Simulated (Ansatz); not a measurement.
The same hydrogenolysis along the group F, Cl, Br.

Isolated molecules relaxed with PBE0-D4/def2-TZVP in Ansatz; ΔE leaves out vibrations. CBS: MP2 limit from def2 TZ/QZ plus the TZ coupled-cluster correction, frozen cores. This one scheme is used for every species. For Br outer-core shells are correlated without core-valence functions, which leaves a few kJ/mol of doubt a bond. Scalar relativity is left out up to krypton. One conformer a species, not always the lowest.

| reaction | CCSD(T)/def2-SVP (kcal/mol) | CCSD(T)/CBS(def2) (kcal/mol) |
| --- | --- | --- |
| `FB(S)S` + H₂ → `SBS` + H–F | 25.6 | 21.1 |
| `SB(S)Cl` + H₂ → `SBS` + HCl | 12.5 | 12.0 |
| `SB(S)Br` + H₂ → `SBS` + HBr | 8.8 | 11.2 |

Largest T1 diagnostic: 0.014, for `SBS`.
